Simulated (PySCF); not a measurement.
Choosing a basis for TDDFT

Species: C2H9GeN.
SMILES: `C[CH2][GeH2][NH2]`

TDDFT with PBE0 (PySCF), vertical singlets, core orbitals frozen in the response, spherical d and f functions. Isolated species at its PBE0-D3(BJ)/def2-SVP geometry (one conformer only). The PBE0/6-31G* calculation is non-relativistic and has no spin–orbit coupling, an omission that weighs most on germanium.

Problem. Compare 6-31G*, def2-SVP, def2-SVPD, aug-cc-pVDZ, def2-TZVP and def2-TZVPD for this molecule.

Solution. 

```csv
basis,functions,diffuse,S1 (eV),S2 (eV),S3 (eV),S4 (eV),S5 (eV),LUMO (eV),α (au)
6-31G*,92,no,6.40,7.43,7.91,8.44,8.67,1.09,53.9
def2-SVP,119,no,6.55,7.42,8.07,8.20,8.56,1.16,56.5
def2-SVPD,170,yes,6.15,6.82,7.29,7.52,7.74,0.37,66.1
aug-cc-pVDZ,186,yes,5.71,6.34,6.61,6.92,7.07,-0.18,67.9
def2-TZVP,195,no,6.31,7.11,7.68,7.80,8.06,0.67,63.6
def2-TZVPD,246,yes,5.95,6.62,7.03,7.29,7.47,0.16,67.5
```

States are compared by their number. Against the largest diffuse basis here (def2-TZVPD, itself not a converged limit), sets without diffuse functions differ by up to 0.60 eV in S1 and 1.19 eV in S5; the smaller diffuse sets differ by up to 0.24 and 0.40 eV. State by state, the largest deviation of a set without diffuse functions is S1 0.60, S2 0.81, S3 1.04, S4 1.15, S5 1.19 eV. The same number needn't mean the same state in each row. Against def2-TZVPD the polarisability deviates by -20% in 6-31G*, -16% in def2-SVP, -2% in def2-SVPD, +1% in aug-cc-pVDZ, -6% in def2-TZVP.

Without π bonds the low states are Rydberg-like; a valence basis with one diffuse set may place them up to an eV too high.
